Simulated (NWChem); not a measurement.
## Basis-set convergence for H3FHf

SMILES: [F][HfH3]
```xyz
5

Hf     0.1777    -0.0353     0.0000
F     -1.6818     0.3339     0.0000
H      0.9514     0.7015     1.5126
H      0.9514     0.7015    -1.5126
H      0.4413    -1.8683     0.0000
```
Charge 0, spin multiplicity 1.

The numbers come from NWChem runs, not from measurements. Structure: optimised with B3LYP/def2-SVP with def2 effective core potentials on Hf, a minimum by its harmonic frequencies.

Quantity: first vertical ionisation energy at the level G0W0@PBE0.

Effective core potentials replace the inner electrons of Hf; spin-orbit coupling is left out. GW and range-separated runs recompute their integrals, the others keep them in memory, which bears on the times. The structure started from a generated list of species.

Relative cost: rough, from shared machines, SCF included, def2-SVP = 1.

Q: In def2-TZVPP the value is 10.93 eV. Among def2-SVP, def2-SVPD, def2-TZVP, def2-TZVPD, which is the smallest basis within 0.05 eV of it?

A: No smaller set comes that close. def2-TZVPP isn't the basis-set limit itself, and a small set can land close by cancellation.

```
basis       functions  first vertical ionisation energy (eV)  relative cost
----------  ---------  -------------------------------------  -------------
def2-SVP           61                                  10.56              1
def2-SVPD          82                                  10.65        under 3
def2-TZVP          89                                  10.72        under 3
def2-TZVPD        110                                  10.72        under 3
def2-TZVPP        129                                  10.93              3
```
